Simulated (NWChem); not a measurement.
System: CH4ClFOSi; SMILES CO[SiH](F)Cl

Here is an NWChem input.

```
start job
memory heap 200 mb stack 900 mb global 1100 mb
geometry units angstroms noautoz
  Si     0.290185    -0.082300     0.379816
  F      1.783642     0.082501    -0.253478
  Cl    -0.426255    -1.943467    -0.097451
  O     -0.742506     1.011443    -0.304182
  C     -0.618774     2.419933    -0.159581
  H      0.416539     0.085027     1.855426
  H      0.263998     2.810071    -0.711664
  H     -0.529353     2.726421     0.907610
  H     -1.529604     2.892446    -0.577715
end
basis spherical
  Si library pcseg-1
  F library pcseg-1
  Cl library pcseg-1
  O library pcseg-1
  C library pcseg-1
  H library pcseg-1
end
dft
  xc xtpss03 ctpss03
  iterations 150
  mulliken
end
task dft energy
```

Output (shortened):

```
             Northwest Computational Chemistry Package (NWChem) 7.3.0
             --------------------------------------------------------

 C1  symmetry detected

                             Geometry "geometry" -> ""
                             -------------------------

 Output coordinates in angstroms (scale by  1.889725989 to convert to a.u.)

  No.       Tag          Charge          X              Y              Z
 ---- ---------------- ---------- -------------- -------------- --------------
    1 Si                  14.0000     0.26701092    -0.05719109     0.38135186
    2 F                    9.0000     1.74764237     0.09237600    -0.28497740
    3 Cl                  17.0000    -0.50032034    -1.89077793    -0.12280558
    4 O                    8.0000    -0.75867485     1.07424512    -0.24983631
    5 C                    6.0000    -0.60152386     2.47586671    -0.07426976
    6 H                    1.0000     0.43306602     0.07089241     1.85695644
    7 H                    1.0000     0.27552665     2.86125028    -0.63867353
    8 H                    1.0000    -0.47944718     2.75391705     0.99746385
    9 H                    1.0000    -1.51209206     2.97729513    -0.45787237

 Effective nuclear repulsion energy (a.u.)     303.4404500263

                                 NWChem DFT Module
                                 -----------------

 Summary of "ao basis" -> "ao basis" (spherical)
 ------------------------------------------------------------------------------
       Tag                 Description            Shells   Functions and Types
 ---------------- ------------------------------  ------  ---------------------
 Si                         pcseg-1                  8       18   4s3p1d
 F                          pcseg-1                  6       14   3s2p1d
 Cl                         pcseg-1                  8       18   4s3p1d
 O                          pcseg-1                  6       14   3s2p1d
 C                          pcseg-1                  6       14   3s2p1d
 H                          pcseg-1                  3        5   2s1p

            General Information
            -------------------
          SCF calculation type: DFT
          Wavefunction type:  closed shell.
          No. of atoms     :     9
          No. of electrons :    58
           Alpha electrons :    29
            Beta electrons :    29
          Charge           :     0
          Spin multiplicity:     1
          Use of symmetry is: off; symmetry adaption is: off
          Maximum number of iterations: 150
          AO basis - number of functions:    98
                     number of shells:    46
          Convergence on energy requested:  1.00D-06
          Convergence on density requested:  1.00D-05
          Convergence on gradient requested:  5.00D-04

              XC Information
              --------------
                  TPSS metaGGA Exchange Functional  1.000
             TPSS03 metaGGA Correlation Functional  1.000

             Grid Information
             ----------------
          Grid used for XC integration:  medium
          Radial quadrature: Mura-Knowles
          Angular quadrature: Lebedev.
          Tag              B.-S. Rad. Rad. Pts. Rad. Cut. Ang. Pts.
          ---              ---------- --------- --------- ---------
          Si                  1.10       88          11.0       590
          F                   0.50       49          11.0       434
          Cl                  1.00       88          13.0       590
          O                   0.60       49           9.0       434
          C                   0.70       49          11.0       434
          H                   0.35       45          12.0       434
          Grid pruning is: on
          Number of quadrature shells:   503
          Spatial weights used:  Erf1

      Superposition of Atomic Density Guess
      -------------------------------------

 Sum of atomic energies:        -961.97544856

      Non-variational initial energy
      ------------------------------

 Total energy =    -963.584810
 1-e energy   =   -1934.225261
 2-e energy   =     667.200001
 HOMO         =      -0.397629
 LUMO         =       0.055311

     ---------------------------------------------
      Total Density - Mulliken Population Analysis
     ---------------------------------------------

    Atom       Charge   Shell Charges
 -----------   ------   -------------------------------------------------------
    1 Si  14    12.41   2.00  2.00  0.77  0.16  5.99  1.16  0.07  0.25
    2 F    9     9.62   2.00  0.97  0.97  3.61  2.07  0.00
    3 Cl  17    17.41   2.00  2.00  1.22  0.72  5.99  3.92  1.55  0.01
    4 O    8     8.89   2.00  0.92  0.88  3.14  1.94  0.01
    5 C    6     5.98   2.00  0.76  0.44  1.85  0.89  0.05
    6 H    1     1.09   0.70  0.39  0.01
    7 H    1     0.87   0.71  0.14  0.02
    8 H    1     0.87   0.71  0.15  0.02
    9 H    1     0.86   0.71  0.13  0.02

   convergence    iter        energy       DeltaE   RMS-Dens  Diis-err
 ---------------- ----- ----------------- --------- --------- ---------
 d= 0,ls=0.0,diis     1   -965.3035188717 -1.27D+03  1.84D-02  8.68D-01
 d= 0,ls=0.0,diis     2   -965.1512935542  1.52D-01  1.07D-02  2.67D+00
 d= 0,ls=0.0,diis     3   -965.4042764351 -2.53D-01  2.13D-03  4.02D-02
 d= 0,ls=0.0,diis     4   -965.4063977483 -2.12D-03  1.13D-03  1.17D-02
 d= 0,ls=0.0,diis     5   -965.4079971737 -1.60D-03  2.31D-04  4.34D-04
  Resetting Diis
 d= 0,ls=0.0,diis     6   -965.4080541473 -5.70D-05  5.24D-05  6.12D-05
 d= 0,ls=0.0,diis     7   -965.4080592479 -5.10D-06  4.72D-05  6.83D-06
 d= 0,ls=0.0,diis     8   -965.4080573420  1.91D-06  3.00D-05  2.79D-05
 d= 0,ls=0.0,diis     9   -965.4080599095 -2.57D-06  4.44D-06  1.66D-07
 d= 0,ls=0.0,diis    10   -965.4080599311 -2.16D-08  7.78D-07  8.03D-09

         Total DFT energy =     -965.408059931093
      One electron energy =    -1937.317815859635
           Coulomb energy =      743.748988652968
    Exchange-Corr. energy =      -75.279682750708
 Nuclear repulsion energy =      303.440450026282

 Numeric. integr. density =       57.999995315706

                       DFT Final Molecular Orbital Analysis
                       ------------------------------------

 Vector   27  Occ=2.000000D+00  E=-3.067943D-01
              MO Center= -4.4D-01, -1.6D+00, -5.5D-02, r^2= 2.2D+00
   Bfn.  Coefficient  Atom+Function         Bfn.  Coefficient  Atom+Function
  ----- ------------  ---------------      ----- ------------  ---------------
    42      0.612194  3 Cl pz                40      0.317728  3 Cl px
    45      0.285030  3 Cl pz                41     -0.263037  3 Cl py
    39     -0.235180  3 Cl pz                43      0.141595  3 Cl px
    44     -0.123897  3 Cl py                37     -0.121976  3 Cl px
    38      0.100887  3 Cl py                79     -0.101106  6 H  s

 Vector   28  Occ=2.000000D+00  E=-2.966732D-01
              MO Center= -5.7D-01,  9.1D-01, -1.7D-02, r^2= 3.5D+00
   Bfn.  Coefficient  Atom+Function         Bfn.  Coefficient  Atom+Function
  ----- ------------  ---------------      ----- ------------  ---------------
    54      0.384201  4 O  px                56      0.266719  4 O  pz
    57      0.265760  4 O  px                42      0.235243  3 Cl pz
    94      0.208916  9 H  s                 59      0.187605  4 O  pz
    79     -0.172362  6 H  s                 68     -0.169784  5 C  px
    80     -0.153621  6 H  s                 40     -0.147016  3 Cl px

 Vector   29  Occ=2.000000D+00  E=-2.789331D-01
              MO Center= -5.2D-01,  1.2D+00, -1.2D-01, r^2= 2.3D+00
   Bfn.  Coefficient  Atom+Function         Bfn.  Coefficient  Atom+Function
  ----- ------------  ---------------      ----- ------------  ---------------
    56      0.467739  4 O  pz                59      0.360376  4 O  pz
    54     -0.285791  4 O  px                57     -0.220859  4 O  px
    84      0.219494  7 H  s                 89     -0.186308  8 H  s
    40      0.161779  3 Cl px                70     -0.161882  5 C  pz
    80     -0.131666  6 H  s                 68      0.106814  5 C  px

 Vector   30  Occ=0.000000D+00  E=-2.914111D-03
              MO Center= -3.0D-02, -3.5D-01,  3.7D-01, r^2= 5.4D+00
   Bfn.  Coefficient  Atom+Function         Bfn.  Coefficient  Atom+Function
  ----- ------------  ---------------      ----- ------------  ---------------
     4      0.923688  1 Si s                 36     -0.633785  3 Cl s
    12     -0.550037  1 Si py                 3      0.537841  1 Si s
    67      0.539937  5 C  s                  9     -0.481603  1 Si py
    44     -0.469345  3 Cl py                80     -0.448543  6 H  s
    41     -0.332433  3 Cl py                90     -0.300399  8 H  s

 Vector   31  Occ=0.000000D+00  E= 8.374853D-03
              MO Center=  5.3D-01,  3.7D-01,  2.3D-01, r^2= 4.9D+00
   Bfn.  Coefficient  Atom+Function         Bfn.  Coefficient  Atom+Function
  ----- ------------  ---------------      ----- ------------  ---------------
    11      0.711271  1 Si px                21     -0.452276  2 F  s
     8      0.448074  1 Si px                85      0.422297  7 H  s
    67     -0.413945  5 C  s                 95      0.277985  9 H  s
    13     -0.252312  1 Si pz                 3      0.214199  1 Si s
     4      0.198249  1 Si s                 72     -0.178475  5 C  py

 Vector   32  Occ=0.000000D+00  E= 1.324882D-02
              MO Center= -1.1D-01,  6.1D-01,  4.1D-01, r^2= 4.8D+00
   Bfn.  Coefficient  Atom+Function         Bfn.  Coefficient  Atom+Function
  ----- ------------  ---------------      ----- ------------  ---------------
    53      0.669361  4 O  s                 12     -0.622848  1 Si py
     4     -0.584958  1 Si s                 67      0.553084  5 C  s
    11      0.412697  1 Si px                90     -0.366480  8 H  s
     8      0.297294  1 Si px                72      0.262162  5 C  py
    80      0.251873  6 H  s                  9     -0.239261  1 Si py

     ---------------------------------------------
      Total Density - Mulliken Population Analysis
     ---------------------------------------------

    Atom       Charge   Shell Charges
 -----------   ------   -------------------------------------------------------
    1 Si  14    12.99   2.00  1.99  0.90  0.03  5.98  1.64  0.06  0.39
    2 F    9     9.38   2.00  0.95  0.99  3.42  2.01  0.01
    3 Cl  17    17.26   2.00  1.99  1.25  0.72  5.99  3.87  1.43  0.02
    4 O    8     8.59   2.00  0.90  0.91  2.97  1.80  0.02
    5 C    6     5.96   1.99  0.74  0.38  2.07  0.73  0.05
    6 H    1     1.12   0.77  0.35  0.01
    7 H    1     0.90   0.78  0.10  0.02
    8 H    1     0.91   0.78  0.11  0.02
    9 H    1     0.89   0.78  0.09  0.02

     -------------------------------------------
      Total Density - Lowdin Population Analysis
     -------------------------------------------

    Atom       Charge   Shell Charges
 -----------   ------   -------------------------------------------------------
    1 Si  14    13.27   2.00  1.92  0.60  0.30  5.89  1.51  0.49  0.56
    2 F    9     9.29   1.99  0.94  0.86  3.30  2.18  0.01
    3 Cl  17    17.14   2.00  1.96  1.06  0.78  5.92  3.60  1.80  0.03
    4 O    8     8.37   1.99  0.84  0.68  2.85  1.98  0.03
    5 C    6     5.99   1.98  0.54  0.37  1.89  1.08  0.12
    6 H    1     1.11   0.70  0.39  0.02
    7 H    1     0.94   0.68  0.22  0.05
    8 H    1     0.95   0.68  0.23  0.04
    9 H    1     0.94   0.68  0.22  0.04

     Multipole analysis of the density
     ---------------------------------

     L   x y z        total         alpha         beta         nuclear
     -   - - -        -----         -----         ----         -------
     0   0 0 0     -0.000000    -29.000000    -29.000000     58.000000

     1   1 0 0     -0.118375     -0.059188     -0.059188     -0.000000
     1   0 1 0      0.944441      0.472220      0.472220     -0.000000
     1   0 0 1      0.521902      0.260951      0.260951     -0.000000

     2   2 0 0    -34.827205    -92.936790    -92.936790    151.046374
     2   1 1 0     -0.856615      5.174599      5.174599    -11.205813
     2   1 0 1      0.329551     -0.932352     -0.932352      2.194255
     2   0 2 0    -28.724658   -249.248963   -249.248963    469.773267
     2   0 1 1      0.089260      0.325534      0.325534     -0.561808
     2   0 0 2    -31.900882    -31.335502    -31.335502     30.770121
```

Level: TPSS/pcseg-1. Geometry: optimised at PBE-D3(BJ)/def2-SVP.
